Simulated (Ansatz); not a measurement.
Geometry optimisation, Ansatz, RKS PBE-D4/def2-SVP.

The input (input.yaml):

```yaml
crystal:
  periodic: [false, false, false]
  atoms:
    - { symbol: Ga, position_ang: [-1.350337, 0.161719, -0.608445] }
    - { symbol: S, position_ang: [0.758981, -1.298713, 1.874346] }
    - { symbol: C, position_ang: [0.147764, 1.154375, -0.778551] }
    - { symbol: H, position_ang: [0.855602, -0.256504, 0.989392] }
    - { symbol: H, position_ang: [-2.562564, -0.771097, -0.352408] }
    - { symbol: H, position_ang: [1.199991, -2.143397, 0.901725] }
    - { symbol: H, position_ang: [0.156746, 2.182744, -0.373107] }
    - { symbol: H, position_ang: [0.793917, 0.970973, -1.652952] }
basis:
  gaussian: { orbitals: def2-SVP }
hamiltonian:
  xc: pbe
  dispersion: d4
relax:
  f_tol: 0.03
  max_steps: 50
```

Command:

```bash
$ ansatz run input.yaml --threads 2 --pin off --max-ram 3072MiB --backend cpu --events-out ev --progress --plain --runs-dir out
```

**Question.** Where does it end, and by what steps?

**Answer.** The run converged. After 28 steps the energy has fallen by 3.335 eV; H4 moved furthest, 2.31 Å. Parted: S2–H4 (1.37 → 3.69 Å). Joined: Ga1–S2 (3.57 → 2.23 Å), C3–H4 (2.37 → 1.11 Å).

```tsv
step	energy less start (eV)	largest force component (eV/Å)	accepted
0	0.0000	0.344	yes
1	-0.0132	0.156	yes
2	-0.0225	0.161	yes
3	-0.0284	0.577	yes
4	-0.0569	0.435	yes
5	-0.1235	0.704	yes
6	-0.2520	0.820	yes
7	-0.3556	0.406	yes
8	-0.3227	0.517	no
9	-0.3806	0.247	yes
10	-0.3840	0.184	yes
11	-0.3863	0.094	yes
12	-0.3874	0.074	yes
13	-0.3924	0.118	yes
14	-0.4093	0.296	yes
15	-0.5029	0.891	yes
16	-1.0939	2.123	yes
17	-1.8313	1.611	yes
18	-2.3090	1.344	yes
19	-2.6214	0.542	yes
20	-2.8082	0.360	yes
21	-2.9190	0.230	yes
22	-2.9691	0.958	yes
23	-3.0545	0.434	yes
24	-3.1397	0.384	yes
25	-3.2101	0.922	yes
26	-3.2867	0.428	yes
27	-3.3277	0.147	yes
28	-3.3345	0.020	yes
```

```xyz
8
Properties=species:S:1:pos:R:3
Ga -0.498 -0.468 0.012
S 0.447 -1.359 1.824
C 0.430 1.112 -0.711
H 1.480 0.846 -0.946
H -1.798 -1.176 -0.533
H -0.456 -2.372 1.934
H 0.450 1.919 0.049
H -0.055 1.498 -1.629
```

The run took 21 s on 2 threads of Intel(R) Xeon(R) 6975P-C (Granite Rapids), on a shared host, peak memory 0.15 GiB.
